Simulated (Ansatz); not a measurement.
Ansatz (a quantum-chemistry and plane-wave program) input (B3LYP-D3(BJ)/def2-TZVP):

Ansatz 0.2 input:
```yaml
crystal:
  periodic: [false, false, false]
  atoms:
    - {symbol: C, position_ang: [2.79327775, -0.04642441, 0.06171766]}
    - {symbol: C, position_ang: [1.59754833, 0.34547762, -0.80837914]}
    - {symbol: C, position_ang: [0.55163039, 0.99505442, -0.02376753]}
    - {symbol: C, position_ang: [-0.59034796, 0.78065451, 0.54628043]}
    - {symbol: C, position_ang: [-1.37732579, -0.52444460, 0.53487776]}
    - {symbol: C, position_ang: [-2.74243619, -0.32422902, -0.11225681]}
    - {symbol: H, position_ang: [2.48014905, -0.73185725, 0.84608882]}
    - {symbol: H, position_ang: [3.55808421, -0.53084273, -0.54149568]}
    - {symbol: H, position_ang: [3.22585160, 0.83480612, 0.52946327]}
    - {symbol: H, position_ang: [1.93208524, 1.02578041, -1.59924636]}
    - {symbol: H, position_ang: [1.19737798, -0.55285561, -1.30556754]}
    - {symbol: H, position_ang: [-1.09413159, 1.57495791, 1.08756858]}
    - {symbol: H, position_ang: [-1.50369346, -0.85917639, 1.56786370]}
    - {symbol: H, position_ang: [-0.81182859, -1.28419025, -0.00642580]}
    - {symbol: H, position_ang: [-3.31500611, 0.42806074, 0.42639185]}
    - {symbol: H, position_ang: [-2.62837092, 0.00465575, -1.14306009]}
    - {symbol: H, position_ang: [-3.30608314, -1.25547383, -0.10681015]}
basis:
  gaussian:
    orbitals: def2-TZVP
hamiltonian:
  xc: b3lyp
  dispersion: d3bj
magnetization: {spin_polarized: true, initial_magnetization: 1}
relax: {f_tol: 0.002, max_steps: 150}
```

End of the output:

```
reference -6401.87953065 eV, -235.2647334015 hartree; 24, 23 occupied and 228, 229 virtual orbitals, 1564 factors
relax step  14: F+E_penalty+E_count = -6402.44290570 eV  Δ(F+E_penalty+E_count) = -1.182e-6 eV  max|allowed force component| = 1.611e-3 eV/Å  Δτ_max = 0.0020 Å  (38 SCF iters, accepted)
integrals: 0.18 GiB planned
1564 factors; their error is unknown
0.33 GiB of the device are held for the grids
1.39 GiB of device memory are held for the factors and their scratch space
mean field: 1.71 GiB planned
mean field evaluation 128: about -6401.8784 eV, gradient 4.7e-1 eV
mean field -6401.87919645 eV, -235.2647211199 hartree, gradient 1.7e-5 eV, S^2 0.758265; 1 other end points of the search recorded, 0 dependent functions left out
the calculation of the forces begins
reference -6401.87953065 eV, -235.2647334015 hartree; 24, 23 occupied and 228, 229 virtual orbitals, 1564 factors
Total energy: -6402.44323990 eV, -235.2854493344 hartree
Atom 0 at     2.897842     0.022756     0.020745 Å, force    -0.001564     0.000664    -0.000612 eV/Å
Atom 1 at     1.578922     0.265896    -0.723798 Å, force     0.000539    -0.000764     0.000327 eV/Å
Atom 2 at     0.564733     0.940770     0.095664 Å, force    -0.000200     0.000875     0.000526 eV/Å
Atom 3 at    -0.607238     0.736328     0.638336 Å, force     0.001311    -0.001611     0.000665 eV/Å
Atom 4 at    -1.431304    -0.529458     0.513487 Å, force    -0.000385     0.000952    -0.000847 eV/Å
Atom 5 at    -2.774939    -0.279330    -0.174403 Å, force     0.000464    -0.000463     0.000217 eV/Å
Atom 6 at     2.735361    -0.603183     0.899132 Å, force     0.000222     0.000381    -0.000618 eV/Å
Atom 7 at     3.620047    -0.475250    -0.628294 Å, force    -0.000237    -0.000071    -0.000010 eV/Å
Atom 8 at     3.331461     0.965521     0.356417 Å, force    -0.000476    -0.000584     0.000014 eV/Å
Atom 9 at     1.773328     0.857996    -1.624047 Å, force     0.000233    -0.000429     0.000518 eV/Å
Atom 10 at     1.175172    -0.695849    -1.077131 Å, force     0.000332     0.000597     0.000354 eV/Å
Atom 11 at    -1.068846     1.532147     1.223302 Å, force    -0.000148     0.000197    -0.000651 eV/Å
Atom 12 at    -1.607853    -0.933145     1.516004 Å, force    -0.000138     0.000227    -0.000014 eV/Å
Atom 13 at    -0.866482    -1.286634    -0.033921 Å, force    -0.000052     0.000131    -0.000016 eV/Å
Atom 14 at    -3.355904     0.472661     0.364058 Å, force     0.000079     0.000018     0.000127 eV/Å
Atom 15 at    -2.627680     0.082653    -1.193411 Å, force     0.000002    -0.000158     0.000070 eV/Å
Atom 16 at    -3.369841    -1.193926    -0.218900 Å, force     0.000016     0.000037    -0.000050 eV/Å
Dipole moment:    -0.003096    -0.183662    -0.073617 e Å
```

It need not be the lowest isomer of its formula.
